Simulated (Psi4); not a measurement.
C2H3N3, charge +1, quartet, geometry from GFN2-xTB of the parent state (a state made from the parent by changing its charge; the spin is typed, not shown lowest); Psi4 with B3LYP/3-21G.

Here is a job for Psi4.
```
memory 2 GB

molecule {
1 4
C     1.11923740   -0.03272439   -0.00697492
N     0.42204774    1.12248960    0.01417623
C    -0.82487582    0.72748791    0.01555713
N    -0.87641108   -0.61852814   -0.00407798
N     0.36888823   -1.10715438   -0.01853564
H     2.18839575   -0.06992044   -0.01372567
H    -1.68578985    1.36316596    0.02996358
H    -1.67044963   -1.23947616   -0.00866946
}

set {
  basis 3-21g
  reference uks
}

energy('b3lyp')
print_variables()
```

Output, abridged:

```
   => Loading Basis Set <=

    Name: 3-21G
    Role: ORBITAL
    Keyword: BASIS

         ---------------------------------------------------------
                                   SCF
               by Justin Turney, Rob Parrish, Andy Simmonett
                          and Daniel G. A. Smith
                              UKS Reference
         ---------------------------------------------------------

  ==> Geometry <==

    Molecular point group: c1
    Full point group: C1

    Geometry (in Angstrom), charge = 1, multiplicity = 4:

       Center              X                  Y                   Z               Mass
    ------------   -----------------  -----------------  -----------------  -----------------
         C            1.102456329974    -0.031924729071    -0.006865765881    12.000000000000
         N            0.405266669974     1.123289260929     0.014285384119    14.003074004430
         C           -0.841656890026     0.728287570929     0.015666284119    12.000000000000
         N           -0.893192150026    -0.617728479071    -0.003968825881    14.003074004430
         N            0.352107159974    -1.106354719071    -0.018426485881    14.003074004430
         H            2.171614679974    -0.069120779071    -0.013616515881     1.007825032230
         H           -1.702570920026     1.363965620929     0.030072734119     1.007825032230
         H           -1.687230700026    -1.238676499071    -0.008560305881     1.007825032230

  Running in c1 symmetry.

  Rotational constants: A =      0.34642  B =      0.33620  C =      0.17062 [cm^-1]
  Rotational constants: A =  10385.39490  B =  10078.99797  C =   5114.95136 [MHz]
  Nuclear repulsion =  166.771669521590155

  Charge       = 1
  Multiplicity = 4
  Electrons    = 35
  Nalpha       = 19
  Nbeta        = 16

  ==> Algorithm <==

  SCF Algorithm Type is DF.
  DIIS enabled.
  MOM disabled.
  Fractional occupation disabled.
  Guess Type is SAD.
  Energy threshold   = 1.00e-06
  Density threshold  = 1.00e-06
  Integral threshold = 1.00e-12

  ==> Primary Basis <==

  Basis Set: 3-21G
    Blend: 3-21G
    Number of shells: 31
    Number of basis functions: 51
    Number of Cartesian functions: 51
    Spherical Harmonics?: false
    Max angular momentum: 1

  ==> DFT Potential <==

   => LibXC <=

    Version 7.1.2
    S. Lehtola, C. Steigemann, M. J. T. Oliveira, and M. A. L. Marques,  SoftwareX 7, 1–5 (2018) (10.1016/j.softx.2017.11.002)

   => Composite Functional: B3LYP <=

    B3LYP Hyb-GGA Exchange-Correlation Functional

    P. J. Stephens, F. J. Devlin, C. F. Chabalowski, and M. J. Frisch,  J. Phys. Chem. 98, 11623 (1994) (10.1021/j100096a001)

    Deriv               =              1
    GGA                 =           TRUE
    Meta                =          FALSE

    Exchange Hybrid     =           TRUE
    MP2 Hybrid          =          FALSE

   => Exchange Functionals <=

    0.0800   Slater exchange
    0.7200         Becke 88

   => Exact (HF) Exchange <=

    0.2000               HF

   => Correlation Functionals <=

    0.1900   Vosko, Wilk & Nusair (VWN5_RPA)
    0.8100   Lee, Yang & Parr

   => LibXC Density Thresholds  <==

    XC_HYB_GGA_XC_B3LYP:  1.00E-15

   => Molecular Quadrature <=

    Radial Scheme          =       TREUTLER
    Pruning Scheme         =           NONE
    Nuclear Scheme         =       TREUTLER

    Blocking Scheme        =         OCTREE
    BS radius alpha        =              1
    Pruning alpha          =              1
    Radial Points          =             75
    Spherical Points       =            302
    Total Points           =         168504
    Total Blocks           =           1303
    Max Points             =            256
    Max Functions          =             50
    Weights Tolerance      =       1.00E-15

   => Loading Basis Set <=

    Name: (3-21G AUX)
    Role: JKFIT
    Keyword: DF_BASIS_SCF

  ==> Integral Setup <==

  SCF_SUBTYPE=INCORE selected. In-core MEM_DF algorithm will be used.
  Using in-core AOs.

  ==> MemDFJK: Density-Fitted J/K Matrices <==

    J tasked:                   Yes
    K tasked:                   Yes
    wK tasked:                   No
    Algorithm:                 Core
    Schwarz Cutoff:           1E-12
    Mask sparsity (%):       0.3845
    Fitting Condition:        1E-10

   => Auxiliary Basis Set <=

  Basis Set: (3-21G AUX)
    Blend: DEF2-UNIVERSAL-JKFIT
    Number of shells: 143
    Number of basis functions: 517
    Number of Cartesian functions: 517
    Spherical Harmonics?: false
    Max angular momentum: 4

  Minimum eigenvalue in the overlap matrix is 1.0657246726E-02.
  Reciprocal condition number of the overlap matrix is 2.3384804135E-03.
    Using symmetric orthogonalization.

  ==> Pre-Iterations <==

  SCF Guess: Superposition of Atomic Densities via on-the-fly atomic UHF (no occupation information).

   -------------------------
    Irrep   Nso     Nmo
   -------------------------
     A         51      51
   -------------------------
    Total      51      51
   -------------------------

  ==> Iterations <==

                           Total Energy        Delta E     RMS |[F,P]|

   @DF-UKS iter SAD:  -240.86746044933292   -2.40867e+02   0.00000e+00
   @DF-UKS iter   1:  -240.26571980116259    6.01741e-01   6.50675e-03 DIIS/ADIIS
   @DF-UKS iter   2:  -240.03289911378272    2.32821e-01   1.46305e-02 DIIS/ADIIS
   @DF-UKS iter   3:  -240.30161559214855   -2.68716e-01   3.80258e-03 DIIS/ADIIS
   @DF-UKS iter   4:  -240.31920639412289   -1.75908e-02   1.21564e-03 DIIS/ADIIS
   @DF-UKS iter   5:  -240.32099883062767   -1.79244e-03   5.39318e-04 DIIS/ADIIS
   @DF-UKS iter   6:  -240.32136692326668   -3.68093e-04   1.85266e-04 DIIS/ADIIS
   @DF-UKS iter   7:  -240.32146757854142   -1.00655e-04   1.14769e-04 DIIS/ADIIS
   @DF-UKS iter   8:  -240.32155179039663   -8.42119e-05   8.95220e-05 DIIS
   @DF-UKS iter   9:  -240.32158526484102   -3.34744e-05   7.30096e-05 DIIS
   @DF-UKS iter  10:  -240.32159814239930   -1.28776e-05   4.53362e-05 DIIS
   @DF-UKS iter  11:  -240.32160652394424   -8.38154e-06   5.97804e-06 DIIS
   @DF-UKS iter  12:  -240.32160678596645   -2.62022e-07   2.96127e-06 DIIS
   @DF-UKS iter  13:  -240.32160681749724   -3.15308e-08   5.76984e-07 DIIS
  Energy and wave function converged.

  ==> Post-Iterations <==

   Electrons on quadrature grid:
      Nalpha   =   18.9999983217 ; deviation = -1.678e-06
      Nbeta    =   15.9999994898 ; deviation = -5.102e-07
      Ntotal   =   34.9999978114 ; deviation = -2.189e-06

   @Spin Contamination Metric:   2.567270726E-02
   @S^2 Expected:                3.750000000E+00
   @S^2 Observed:                3.775672707E+00
   @S   Expected:                1.500000000E+00
   @S   Observed:                1.500000000E+00

    Orbital Energies [Eh]
    ---------------------

    Alpha Occupied:

[...]
      19A     -0.364053

    Alpha Virtual:

[...]
    Beta Occupied:

[...]
      16A     -0.564119

    Beta Virtual:

[...]
    Final Occupation by Irrep:
              A
    DOCC [    16 ]
    SOCC [     3 ]
    NA   [    19 ]
    NB   [    16 ]

  @DF-UKS Final Energy:  -240.32160681749724

   => Energetics <=

    Nuclear Repulsion Energy =            166.7716695215901552
    One-Electron Energy =                -644.5820239377071630
    Two-Electron Energy =                 263.6243460705504731
    DFT Exchange-Correlation Energy =     -26.1355984719307273
    Empirical Dispersion Energy =           0.0000000000000000
    VV10 Nonlocal Energy =                  0.0000000000000000
    Total Energy =                       -240.3216068174972406

  UHF NO Occupations:
  HONO-2 :   17  A 1.0000000
  HONO-1 :   18  A 1.0000000
  HONO-0 :   19  A 1.0000000
  LUNO+0 :   20  A 0.0094422
  LUNO+1 :   21  A 0.0014511
  LUNO+2 :   22  A 0.0006040
  LUNO+3 :   23  A 0.0005019

Computation Completed

Properties will be evaluated at   0.000000,   0.000000,   0.000000 [a0]

Properties computed using the SCF density matrix

 Multipole Moments:

 ------------------------------------------------------------------------------------
     Multipole            Electronic (a.u.)      Nuclear  (a.u.)        Total (a.u.)
 ------------------------------------------------------------------------------------

 L = 1.  Multiply by 2.5417464519 to convert [e a0] to [Debye]
 Dipole X            :          0.3978061           -1.1416186           -0.7438125
 Dipole Y            :         -0.2414333            0.0544011           -0.1870322
 Dipole Z            :         -0.0058823            0.0074257            0.0015434
 Magnitude           :                                                    0.7669683

 ------------------------------------------------------------------------------------

  Variable Map:
  ----------------------------------------------------------------------------
[...]
  Array Variable Map:
  ----------------------------------------------------------------------------
[...]
[...]
```
